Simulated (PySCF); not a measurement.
# Electron correlation in B (boron, neutral)

[He] 2s1 2p1 3s1, high-spin 4P determinant (an excited configuration). All numbers are calculated (PySCF 2.14, the non-relativistic Hamiltonian (point nucleus), in aug-cc-pwCVDZ). Frozen: nothing; 5 electrons correlated.

| level | correlation energy (mhartree) |
| --- | --- |
| CCSD | -36.68 |
| (T) | -0.10 |
| CCSD(T) | -36.78 |
| CCSDT | -36.82 |

Diagnostics: T1 = 0.0050, D1 = 0.0136, largest double amplitude 0.047.

Problem. Is a single reference adequate?

Solution. Yes: T1 lies below 0.03 and no double amplitude reaches 0.07.
